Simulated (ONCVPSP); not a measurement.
iridium (Ir): excitation energies, all-electron against ONCV

```
Element                 : iridium
Generator               : ONCVPSP 4.0.1
Type                    : optimised norm-conserving Vanderbilt (ONCV)
Functional              : revPBE
Relativity              : fully relativistic
Frozen core             : [Kr] 4d10 4f14
Valence charge          : 17
Reference configuration : 5s2 5p6 5d7 (charge +2)
Partial waves           : 5s: rc 1.10 bohr, ncon 3, nbas 6, qcut 5.8 1/bohr, 2 projectors, debl 2.8 Ha; 5p: rc 1.85 bohr, ncon 4, nbas 7, qcut 6.9 1/bohr, 2 projectors, debl 1.2 Ha; 5d: rc 2.20 bohr, ncon 3, nbas 8, qcut 6 1/bohr, 2 projectors, debl 0.8 Ha
Local potential         : polynomial inside 0.90 bohr (lpopt 5, dvloc0 0 Ha)
Core correction         : none
```

Open shells are filled in proportion to 2j + 1.

In the s channel the program set the typed energies aside and used -4.237, 0.250 Ha. In the p channel the program set the typed energies aside and used -2.521, 0.250 Ha (j = l + 1/2; the other j can differ). In the d channel the program set the typed energies aside and used -0.874, 0.250 Ha (j = l + 1/2; the other j can differ).

Energies are relative to the spin-unpolarised reference configuration 5s2 5p6 5d7; without spin polarisation the order of configurations can differ from experiment.

Problem. Give the all-electron excitation energy and the error of the potential for: 5s2 5p6 5d7 6s2; 5s2 5p6 5d7 6s1; 5s2 5p6 5d6; 5s2 5p6 5d8.

Solution.

```
valence configuration  charge  ΔE all-electron (eV)  error AE − PS (meV)
      5s2 5p6 5d7 6s2       0               -27.133                 +5.3
      5s2 5p6 5d7 6s1      +1               -17.338                 +1.7
          5s2 5p6 5d6      +3                30.451                  +13
          5s2 5p6 5d8      +1               -18.640                 +6.3
```

Levels in the configuration 5s2 5p6 5d8:

```tsv
level	all-electron (eV)	pseudo (eV)
5s j=1/2	-103.023	-103.031
5p j=3/2	-56.531	-56.532
5p j=1/2	-69.953	-69.961
5d j=5/2	-12.735	-12.742
5d j=3/2	-13.924	-13.935
```

Note: ghosts flagged at negative energy: s at -1.34 eV; GHOST(+) flagged for p3/2 at 127.0 eV, p1/2 at 171.5 eV, d5/2 at 176.0 eV, d3/2 at 194.9 eV. A true bound ghost makes a file unfit for plane-wave use.
